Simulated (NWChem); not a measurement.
System: MgF cation; SMILES [F][Mg+]

The following NWChem deck was run.

```
start job
memory heap 200 mb stack 700 mb global 900 mb
charge 1
geometry units angstroms noautosym nocenter noautoz
  Mg     0.000000     0.000000    -0.744676
  F      0.000000     0.000000     0.993336
end
basis spherical
  * library cc-pvtz
end
dft
  xc pbe0
  iterations 150
end
tddft
  cis
  ecut -23.0
  nroots 6
  notriplet
end
task tddft energy
```

Structure relaxed at the PBE-D3(BJ)/def2-SVP level.

Core excitations by TDA in a window of 1s orbitals, non-relativistic and unshifted: absolute energies depend strongly on the exact-exchange share.

What results follow from this input? (PBE0/cc-pVTZ, restricted-window TDA.) Quantities: first 1s excitation (eV); dipole oscillator strength of the first; first state with f > 0.002 (eV); dipole oscillator strength of that state.


* **first 1s excitation (eV)**: 665.6
* **dipole oscillator strength of the first**: 0.0080
* **first state with f > 0.002 (eV)**: 665.6
* **dipole oscillator strength of that state**: 0.0080
